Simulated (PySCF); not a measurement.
## Löwdin shares of the frontier orbitals

Compound: 1-bromo-2-methylbutane, C5H11Br.
Structure used (PBE0-D3(BJ)/def2-SVP), in Å, numbered top down from 1:
```xyz
17
C5H11Br angstrom
C      2.1242   -0.7035    0.0237
C      0.9028   -0.1218   -0.6696
C     -0.2589    0.2137    0.2668
C     -0.8513   -1.0275    0.9314
C     -1.3768    0.9514   -0.4536
Br    -0.8523    2.7091   -1.1104
H      1.9174   -1.6794    0.4892
H      2.9485   -0.8525   -0.6897
H      2.4902   -0.0289    0.8145
H      1.1921    0.7980   -1.2030
H      0.5403   -0.8219   -1.4446
H      0.1205    0.8833    1.0601
H     -0.0930   -1.5637    1.5198
H     -1.6744   -0.7666    1.6143
H     -1.2463   -1.7295    0.1783
H     -2.2299    1.1356    0.2120
H     -1.7299    0.3932   -1.3327
```

The calculation used TDDFT wB97X-D/def2-SVPD, vertical, gas phase, core orbitals frozen in the response (PySCF 2.14.0, density-fitted response routines). The wB97X-D/def2-SVPD calculation is non-relativistic and has no spin–orbit coupling, an omission that weighs most on bromine.

Frontier orbitals with the atoms that hold most of them (Löwdin shares over 4%, at most four atoms; ? is withheld):

```
orbital  ε (eV)                           atoms
 LUMO+2    2.58   Br6 43%, C1 12%, C5 7%, H9 6%
 LUMO+1    2.35  Br6 24%, C4 11%, C1 11%, C5 8%
   LUMO    1.59          Br6 61%, C5 19%, C4 5%
   HOMO   -9.67                               ?
 HOMO-1   -9.75                               ?
 HOMO-2  -11.16   C2 18%, C3 15%, C4 12%, C1 9%
 HOMO-3  -11.19    C3 22%, C2 22%, C4 9%, C1 9%
```

Task: Give the leading atoms of the HOMO-1.

Result: Br6 (bonded to C) 80%; C5 (bonded to Br, C and 2 H) 10%; C3 (bonded to 3 C and H) 4%. By element: bromine 80%, carbon 14% or more.

Task: Give the leading atoms of the HOMO.

Result: Br6 (bonded to C) 78%; C5 (bonded to Br, C and 2 H) 10%.

Task: How does S1 compare with the orbital gap of 11.26 eV?

Result: S1 is at 6.26 eV (f = 0.0014), 5.00 eV below the gap, made of HOMO→LUMO (84%). 

Task: One configuration dominates each of S1 and S2. Which, and how do the shares of the two leading atoms of either orbital change from the occupied to the empty one?

Result: 
- S1 (6.26 eV, f 0.0014), HOMO→LUMO (84%): Br6 78% → 61%, C5 10% → 19%
- S2 (6.35 eV, f 0.0014), HOMO-1→LUMO (85%): Br6 80% → 61%, C5 10% → 19%

Löwdin shares depend on the basis, the more so with diffuse functions.

One conformer stands for the species.
